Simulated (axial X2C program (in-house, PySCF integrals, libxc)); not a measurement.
Ionising RuC

Computed with an in-house relativistic program for diatomic molecules, spin-free (one-electron X2C) or two-component (2c: spin–orbit coupling with atomic mean-field Coulomb and Gaunt terms, which also bring small scalar terms), in Dyall basis sets with cores contracted in-house; open shells are unrestricted.

Basis sets: C dyall-v3z, Ru dyall-cv3z. Frozen shells (counts by l): RuC Ru 4s3p1d, C 1s, 12 electrons correlated; RuC⁺ Ru 4s3p1d, C 1s, 11 electrons correlated. Coupled cluster in natural virtuals with an MP2 remainder. Where the outer core of a metal is frozen, bonds come out longer and ionisation energies lower.

```tsv
Hamiltonian	level	RuC state	Re (Å)	ωe (cm⁻¹)	De (eV)
spin-free	HF	M_S = 0, Λ = 0	1.531	1339.1	0.30
spin-free	PBE0	M_S = 0, Λ = 0	1.576	1217.6	6.06
spin-free	CCSD	M_S = 0, Λ = 0	1.586	1182.5	5.49
```

Adiabatic ionisation energy (minimum to minimum, no zero-point term) and constants of RuC⁺:

```tsv
Hamiltonian	level	RuC⁺ state	IE (eV)	Re (Å)	ωe (cm⁻¹)	De (eV)	fragments
spin-free	HF	M_S = 1/2, Λ = 2	5.01	1.822	595.7	1.59	Ru+ + C
spin-free	PBE0	M_S = 1/2, Λ = 2	7.58	1.580	1180.7	5.94	Ru+ + C
spin-free	CCSD	M_S = 1/2, Λ = 2	7.36	1.572	1233.5	5.27	Ru+ + C
```

(1) Add the zero-point terms to the ionisation energy at CCSD, spin-free, and say whether the electron removed was bonding.

(2) Close the cycle De(RuC⁺) + IE(RuC) = De(RuC) + IE(Ru) to find the atomic ionisation energy at CCSD, spin-free.

Each entry is the lowest single determinant of a limited PBE0 search at one distance. De goes to single-determinant-based atoms at the same level (for ions the charge split of lowest energy) and is withheld (n/a) where an atom does not fit its ground term or J level. Main or longest-lived isotopes. One determinant is a doubtful description, or other states lie close, for RuC, RuC⁺; these need not be ground states, and all values refer to the states named. The functionals have no current term, which raises determinants with orbital currents.

Answers

(1) IE0 = IE + (ωe⁺ − ωe)/2 = 7.36 + (0.003) = 7.36 eV. Re changes by -0.014 Å, so the electron was nearly non-bonding.

(2) IE(Ru) = 5.27 + 7.36 − 5.49 = 7.14 eV, for the determinants used.
